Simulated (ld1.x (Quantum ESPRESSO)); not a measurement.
Sm (Z = 62): excitation energies, all-electron against TM

- Element: Sm
- Generator: ld1.x (Quantum ESPRESSO) 7.5
- Type: norm-conserving Troullier–Martins (Kleinman–Bylander form)
- Functional: PBEsol
- Relativity: fully relativistic
- Frozen core: [Kr] 4d10 5s2
- Valence charge: 14
- Reference configuration: 4f6 5p6 5d0 6s1 6p0 (charge +1)
- Partial waves: 5p (bound): rc 2.05 bohr; 5d (bound, empty): rc 0.85 bohr; 4f (bound): rc 1.30 bohr; 6s (bound): rc 3.75 bohr
- Local potential: the s channel
- Core correction: Bessel-smoothed model core inside 0.70 bohr

Open shells are filled in proportion to 2j + 1 (rel_dist='average').

Energies are relative to the spin-unpolarised reference configuration 4f6 5p6 5d0 6s1 6p0; without spin polarisation the order of configurations can differ from experiment. Not all tests gave a result: 2 of 7 tests not solved or not reliable. Left out of the table: 4f5 5p6 5d1 6s1 6p0 (solver errors, printed error -1592 eV); 4f5 5p6 5d1 6s2 6p0 (solver errors, printed error -1426 eV).

(1) Give the all-electron excitation energy and the error of the potential for: 4f6 5p6 5d0 6s2 6p0; 4f6 5p6 5d0 6s0 6p0; 4f5 5p6 5d0 6s0 6p0; 4f6 5p5 5d0 6s2 6p0; 4f6 5p6 5d0 6s1.5 6p0.

Levels in the configuration 4f6 5p6 5d0 6s1.5 6p0:

```tsv
level	all-electron (eV)	pseudo (eV)
4f j=5/2	-5.720	-5.778
4f j=7/2	-5.178	-5.237
5p j=1/2	-28.670	-28.698
5p j=3/2	-25.122	-25.147
6s j=1/2	-5.944	-5.945
```

Answers

(1)

```json
{"valence configuration": "4f6 5p6 5d0 6s2 6p0", "charge": "0", "ΔE all-electron (eV)": "-5.965", "error AE − PS (meV)": "+0.5"}
{"valence configuration": "4f6 5p6 5d0 6s0 6p0", "charge": "+2", "ΔE all-electron (eV)": "10.987", "error AE − PS (meV)": "-8.8"}
{"valence configuration": "4f5 5p6 5d0 6s0 6p0", "charge": "+3", "ΔE all-electron (eV)": "34.804", "error AE − PS (meV)": "-1021"}
{"valence configuration": "4f6 5p5 5d0 6s2 6p0", "charge": "+1", "ΔE all-electron (eV)": "22.371", "error AE − PS (meV)": "-217"}
{"valence configuration": "4f6 5p6 5d0 6s1.5 6p0", "charge": "+0.5", "ΔE all-electron (eV)": "-3.586", "error AE − PS (meV)": "-0.1"}
```
